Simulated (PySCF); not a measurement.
**Low-lying terms of Cd (cadmium, neutral)**

Ground state [Kr] 4d10 5s2, ¹S. Calculation: PySCF 2.14, in x2c-TZVPall with one added diffuse shell each of s, p, d type (9s7p7d1f, 72 functions); the spin-free X2C one-electron Hamiltonian (Gaussian nucleus). Vertical excitation energies in eV without spin-orbit coupling; excited terms of each kind are numbered among those the solver found. Frozen: [Kr].

```tsv
term	leading excitation	EOM-EE-CCSD	measured centre of gravity (NIST)
1 3P°	5s → p	3.581	3.874 (5s5p)
1 1P°	5s → p	5.308	5.417 (5s5p)
1 3S	5s → s	6.088	6.383 (5s6s)
1 1S	5s → s	6.401	6.610 (5s6s)
2 3P°	5s → p	7.069	n/a
1 1D	5s → d	7.275	7.342 (5s5d)
1 3D	5s → d	7.347	7.378 (5s5d)
2 1P°	5s → p	7.442	n/a
```

Only the lower part of the computed list is shown. Doubly excited terms such as np² are absent. The solver can miss terms. Rydberg members are limited by the diffuse functions of the basis.
